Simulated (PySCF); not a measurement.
# 2p core levels of `CC#CPC1CC1`

C6H9P.
Numbering: `[CH3:1][C:2]#[C:3][PH:4][CH:5]1[CH2:6][CH2:7]1`

Method used: delta-SCF UKS SCAN, pcX-2 on the ionised atom, pcseg-1 elsewhere, spin-free X2C in PySCF. Each binding energy is the total energy of the core-ionised species, with the hole localised on one atom, minus that of the ground state; both are solved self-consistently, so orbital relaxation is included. Spin–orbit and ligand-field terms were added within each 2p shell after the spin-free SCF. The splitting includes the ligand field, and 2p3/2 is the mean of two sublevels.

When a 2p electron fills a 1s hole, the emitted photon carries the energy difference of the two hole states (Kα1 from 2p3/2, Kα2 from 2p1/2), here at the ground state's geometry.

| atom | Kα1 (eV) | Kα2 (eV) | 2p3/2 binding energy (eV) |
| --- | --- | --- | --- |
| P4 | 2013.69 | 2012.79 | 136.46 |

Q: What are the 1s and 2p1/2 binding energies?

A: 1s = Kα1 + 2p3/2, and 2p1/2 = 1s − Kα2:

```csv
atom,environment,1s (eV),2p1/2 (eV)
P4,phosphine phosphorus,2150.15,137.36
```

Q: And the 1s levels of the other atoms?

A: C3 (alkyne carbon) 289.60 eV; C2 (alkyne carbon) 289.89 eV; C5 (sp3 carbon bound to phosphorus) 290.39 eV; C6/C7 (three-membered-ring carbon) 290.61 eV; C1 (propargylic carbon) 291.50 eV.

Topologically equivalent atoms share the value of their first member; where this conformer doesn't relate them by symmetry, their own values could differ. Geometry: PBE0-D3(BJ)/def2-SVP, one conformer, isolated molecule.

Hardware: one thread, AMD EPYC 9R14 (x86_64), shared host with 96 logical CPUs at a one-minute load of 20. Cost: 46 s of wall time, 0.56 GiB resident at most.

Conformer computed: `[CH3:1][C:2]#[C:3][PH:4][CH:5]1[CH2:6][CH2:7]1`: C3–P4–C5–C6 -96°.
